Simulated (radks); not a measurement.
The numbers below are computed, except where a source is named.
Q: Valence configurations of Lu II (all share [Xe]). Code: a radial shooting solver on a logarithmic mesh with Libxc functionals. Model: non-relativistic Kohn-Sham, PBE, spin-unpolarised, spherical densities, point nucleus; relativity is left out, which matters for an element this heavy. Order these by energy: 4f14 6s1.5 6p0.5; 4f14 6s1 6p1; 4f14 6p2; 4f13 6s2 6p1; 4f13.5 5d0.5 6s2; 4f14 5d1 6s1; 4f13 5d1 6s1 6p1; 4f13.5 6s2 6p0.5; 4f13.5 6s1 6p1.5; 4f14 6s2.

A: From the lowest, in eV above it: 4f14 6s2 0.000; 4f14 5d1 6s1 0.258; 4f14 6s1.5 6p0.5 1.803; 4f14 6s1 6p1 3.621; 4f14 6p2 7.298; 4f13.5 5d0.5 6s2 7.861; 4f13.5 6s2 6p0.5 10.297; 4f13.5 6s1 6p1.5 14.233; 4f13 5d1 6s1 6p1 21.251; 4f13 6s2 6p1 23.442. NIST lists [Xe] 4f14 6s2 as the ground configuration; this level of theory agrees among the configurations tried. The energies are those of spherical spin-averaged densities, not of single terms. Relativity is left out, which favours d and f over s occupation in heavy atoms.
